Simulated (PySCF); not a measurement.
# Assignment exercise: C$_{6}$H$_{9}$OP

Atom-mapped SMILES (the numbers label the heavy atoms): `[CH:1]#[C:2][P:3]1[CH2:4][CH2:5][O:6][CH2:7][CH2:8]1` (H(Xn): hydrogen on atom n).

[PySCF 2.14.0 with density-fitted response routines: GIAO PBE0/pcSseg-1 shieldings; GFN2-xTB geometry; fast rotation and ring inversion assumed for equivalent nuclei; no solvent model; single conformer; no relativistic terms]

Chemical shifts δ = σref − σ; ¹³C (186.93 ppm), ¹H (31.72 ppm) vs TMS, all at this level.

Task: Assign these signals to the numbered atoms. ¹³C{¹H} NMR (computed): δ 99.4 (CH), 91.4 (C), 70.0 (CH2), 32.1 (CH2).

Result: 
99.4 → C1, terminal alkyne carbon: the triple bond shields along its axis, which puts it between sp3 and sp2 carbons
91.4 → C2, alkyne carbon: sp carbons lie upfield of alkene carbons because the cylindrical π system leaves one tensor component strongly shielded
70.0 → C5/C7, sp3 CH2 bonded to O: deshielded by the electronegative neighbour
32.1 → C4/C8, sp3 CH2 bonded to P

Task: Assign these signals to the numbered atoms. ¹H NMR (600 MHz, computed): δ 3.90 (m, 4H), 2.35 (m, 1H), 1.98 (m, 4H).

Result: 
| δ (ppm) | atoms | environment | reason |
| --- | --- | --- | --- |
| 3.90 | H(C5)/H(C7) | hydrogen on an sp3 CH2 bonded to O | its carbon carries O, hence the downfield position |
| 2.35 | H(C1) | hydrogen on a terminal alkyne carbon | it lies on the axis of the triple bond, in its shielding cone |
| 1.98 | H(C4)/H(C8) | hydrogen on an sp3 CH2 bonded to P | – |

Splittings by ³¹P in the carbon and heteronuclear signals aren't shown, as no couplings were computed. Shifts are as computed. Against solution values, carbons near 30 ppm lie about +3 ppm off and those near 130 ppm about +5 ppm. Of 1211 compounds with measured shifts, 218 miss one by over three times the rms of a fit or turn the order of signals round; such compounds aren't used in these exercises. Multiplicities follow the n + 1 count of equivalent neighbours, as no J values were calculated; m marks all less simple cases, F and P coupling included.
